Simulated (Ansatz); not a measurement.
Consider the ligand exchange at the Si–N bond: `BN(CC)[SiH2]Cl` + `F[SiH](F)S` → `F[SiH](F)S[SiH2]Cl` + `BNCC`.

Isolated molecules relaxed with PBE0-D4/def2-TZVP in Ansatz; ΔE leaves out vibrations. CCSD(T)/CBS is the MP2 limit (def2-TZVPP, def2-QZVPP) plus CCSD(T) − MP2 in def2-TZVPP, frozen cores. Functionals use def2-TZVPP. B3LYP here is the variant with VWN-RPA as its local correlation; programs differ in this. Each species was taken in one conformer, which may not be the lowest.

| level | ΔE (kJ/mol) | difference from CCSD(T)/CBS |
| --- | --- | --- |
| PBE-D4 | -28.7 | -13.1 |
| r2SCAN-D4 | -23.6 | -8.0 |
| PBE0-D4 | -25.9 | -10.3 |
| B3LYP-D4 | -18.7 | -3.1 |
| ωB97X-V | -17.3 | -1.7 |
| ωB97M-V | -17.2 | -1.6 |
| B2PLYP | -17.1 | -1.5 |
| PBE | -30.3 | -14.7 |
| r2SCAN | -24.4 | -8.8 |
| PBE0 | -27.3 | -11.7 |
| B3LYP | -20.9 | -5.3 |
| HF/def2-TZVPP | -12.3 | 3.3 |
| MP2/def2-TZVPP | -12.8 | 2.8 |
| SCS-MP2/def2-TZVPP | -11.0 | 4.6 |
| CCSD/def2-TZVPP | -10.4 | 5.2 |
| CCSD(T)/def2-TZVPP | -11.2 | 4.4 |
| HF/def2-QZVPP | -11.5 | 4.1 |
| MP2/def2-QZVPP | -15.1 | 0.5 |
| SCS-MP2/def2-QZVPP | -13.2 | 2.4 |
| HF/CBS(def2) | -11.4 | 4.2 |
| MP2/CBS(def2) | -17.3 | -1.7 |
| CCSD/CBS(def2) | -14.9 | 0.7 |
| CCSD(T)/CBS | -15.6 | 0 |

Largest T1 diagnostic among the species: 0.012.

From PBE to PBE0 (25 % exact exchange), in def2-TZVPP and without D4, ΔE moves by +3.0 kJ/mol.
